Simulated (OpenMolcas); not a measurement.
# Levels of Sb V by method

- Program: OpenMolcas 26.06
- Basis: ANO-R1 [6s5p3d1f]
- Scalar Hamiltonian: X2C, finite nucleus
- Active space: 1 electron in 4 orbitals (5s 5p)
- State averaging: 2S+1 = 2 even, 1 root; 2S+1 = 2 odd, 3 roots
- Spin-orbit coupling: RASSI with atomic mean-field integrals over the reference wave functions, term energies averaged over their components

Methods on the same reference wave functions:
A. CASSCF
B. SS-CASPT2, IPEA 0.25 Eh, imaginary shift 0.1 Eh (closed shells correlated: 4d)

Energies in eV above 5s ²S_1/2, the measured ground level; measured values from Moore, Atomic Energy Levels, vol. III, NSRDS-NBS 35 (1971 reprint of NBS Circular 467, 1958).

```tsv
Level	A	B	Measured
5s ²S_1/2	0.0000	0.0000	0.0000
5p ²P°_1/2	9.4024	9.554	10.1129
5p ²P°_3/2	10.4691	10.621	11.2271
```

Deviations, from unrounded energies. A percentage is the sum of absolute deviations over the sum of measured energies, with the sign that they share, or ± where signs differ.

```tsv
Against measurement	Levels	A	B
mean absolute deviation (cm-1)	2	5900	4700
other configurations (%)	2	-6.9	-5.5
```

B lies closest to measurement on these levels. The largest miss of B in the table is 5p ²P°_3/2, by -4900 cm-1. The ranking rests on the paired levels alone, and a cruder setting can come out closer through cancelling errors.

The lowest spin-free term lies below A's lowest term by 0.290 hartree in B.

The basis is small and was not contracted for so high a charge. With one active electron the reference holds no correlation, so core polarisation is missing (holds for A). With one active electron, CASPT2 adds the correlation within the correlated inactive shells and between them and that electron, and leaves the splitting within a term as the reference gives it (holds for B). Measured partners are found by configuration, term and J. A level has none where our copy of the source lacks it or the pairing is in doubt (some pairs that miss far off the trend of their configuration count as doubtful), and it then counts in no deviation. Levels of configurations outside the active space are missing.

° marks odd parity.
